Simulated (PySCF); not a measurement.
Be(NMe2)(SiH3) (C₂H₉BeNSi), SMILES C[N](C)[Be][SiH3].

Geometry: TPSSh-D3(BJ)/def2-SVP. The structure was generated by enumeration; whether it is a known compound was not checked. The values are those of a single conformer.

Two levels are set side by side: PBE/def2-TZVP (PySCF) and r2SCAN/def2-TZVP (PySCF). Same geometry, gas phase. Differences are taken from unrounded values.

```json
[
 {"quantity": "orbital gap (eV)", "r2SCAN": "4.19", "PBE": "3.71", "PBE minus r2SCAN": "-0.48"},
 {"quantity": "highest occupied level (eV)", "r2SCAN": "-5.47", "PBE": "-5.28", "PBE minus r2SCAN": "0.19"},
 {"quantity": "lowest empty level (eV)", "r2SCAN": "-1.28", "PBE": "-1.57", "PBE minus r2SCAN": "-0.29"},
 {"quantity": "dipole moment (D)", "r2SCAN": "2.17", "PBE": "2.21", "PBE minus r2SCAN": "0.04"},
 {"quantity": "mean polarisability (bohr³)", "r2SCAN": "85.0", "PBE": "87.6", "PBE minus r2SCAN": "2.7"}
]
```

Rough cost on one machine, each run with all the roots and properties that it gave: r2SCAN against PBE about 4 times.
